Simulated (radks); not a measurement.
Problem. Nd+, configuration [Xe] 4f4 6s1. Calculated with a radial shooting solver on a logarithmic mesh with Libxc functionals: Dirac Kohn-Sham, PBEsol, spin-unpolarised, spherical densities, point nucleus; open shells fill j = l - 1/2 first. Some entries of the table are withheld. Estimate them.

orbital,occ.,eigenvalue (hartree),<r^2> (bohr^2),<1/r> (bohr^-1)
1s1/2,2,-1593.076,0.0007602,66.04
2s1/2,2,-257.7372,0.01198,15.63
2p1/2,2,-243.8633,0.008754,15.61
2p3/2,4,-224.7634,0.01001,14.03
3s1/2,2,-56.06780,(1),5.662
3p1/2,2,-50.14318,0.07603,5.576
3p3/2,4,-46.33106,0.08339,5.180
3d3/2,4,-36.00887,0.06763,5.051
3d5/2,6,-35.18452,0.06971,4.951
4s1/2,2,(2),0.4168,2.353
4p1/2,2,(3),0.4432,2.248
4p3/2,4,(4),0.4841,2.115
4d3/2,4,-4.57447,(5),1.894
4d5/2,6,-4.42827,(6),1.861
5s1/2,2,-1.70340,(7),0.9022
5p1/2,2,-1.10767,3.142,0.7909
5p3/2,4,-0.99584,3.496,0.7438
6s1/2,1,(8),18.04,0.3142
4f5/2,4,-0.28616,1.683,1.253
5d3/2,0,-0.27324,9.560,0.4596
4f7/2,0,-0.27133,1.756,1.237
5d5/2,0,-0.26548,9.978,0.4492
6p1/2,0,-0.19887,27.27,0.2536
6p3/2,0,-0.18805,29.62,0.2428

Solution. 
(1) 3s1/2 <r^2> (bohr^2): 0.08102
(2) 4s1/2 eigenvalue (hartree): -11.30952
(3) 4p1/2 eigenvalue (hartree): -9.07478
(4) 4p3/2 eigenvalue (hartree): -8.24665
(5) 4d3/2 <r^2> (bohr^2): 0.5721
(6) 4d5/2 <r^2> (bohr^2): 0.5887
(7) 5s1/2 <r^2> (bohr^2): 2.443
(8) 6s1/2 eigenvalue (hartree): -0.30093
